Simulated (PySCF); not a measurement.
Xe²⁺: excitation energy

Xe²⁺ [Kr] 4d10 5s2 5p4 (3P) → Xe²⁺ [Kr] 4d10 5s1 5p4 6s1 (5P), as a difference of total energies. Calculation: PySCF 2.14, in dyall-av2z; no relativity, point nucleus. Correlated levels: valence: [Kr] 4d10 frozen; virtual orbitals above 40 to 60 times the deepest correlated orbital energy dropped. The calculations carry no spin-orbit coupling.

| method | excitation energy (cm⁻¹) |
| --- | --- |
| UHF | 203530 |
| LDA | 209730 |
| PBE | 207290 |
| r2SCAN | 208550 |
| revPBE | 206540 |
| HSE06 | 208850 |
| r2SCAN0 | 208930 |
| MP2 (valence) | 201130 |
| SCS-MP2 (valence) | 201980 |

Question: Estimate what PBE0 gives.

Answer: 208580 cm⁻¹, closest to r2SCAN among the rows shown.

Question: Estimate what ROHF gives.

Answer: 203090 cm⁻¹, closest to UHF among the rows shown.

A first-order spin-orbit estimate (lowest level to lowest level, LS coupling) adds -0.039 eV.

The promoted electron is Rydberg-like, and one or two diffuse shells describe it only roughly, which tends to raise the upper state.
